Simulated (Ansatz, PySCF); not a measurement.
This triplet lies 0.30 eV above the relaxed singlet at the level frozen-core CCSD(T)/cc-pVTZ // B3LYP-D3(BJ)/def2-TZVP (Ansatz, a program for electronic structure); other levels give the other order.

B3LYP has the VWN-RPA correlation part, as in Gaussian. 

Cartesian coordinates (Å):
```xyz
8

B      1.8717    -0.2291    -0.0887
Si     0.0633    -0.8953     0.1069
C     -1.4554     0.1247    -0.3663
H      2.8172    -0.8807     0.2143
H      1.9857     0.8752    -0.5314
H     -1.1314     1.0782    -0.7915
H     -2.0815     0.3247     0.5058
H     -2.0696    -0.3977    -1.1024
```
Charge 0, spin multiplicity 3.

Question: What total energy, highest occupied spin orbital and dipole moment does B3LYP-D3(BJ)/def2-TZVP in PySCF give?

Answer: 
```
Property                            Result
-----------------------------  -----------
total energy                   -9671.55 eV
highest occupied spin orbital     -5.80 eV
dipole moment                       1.91 D
```
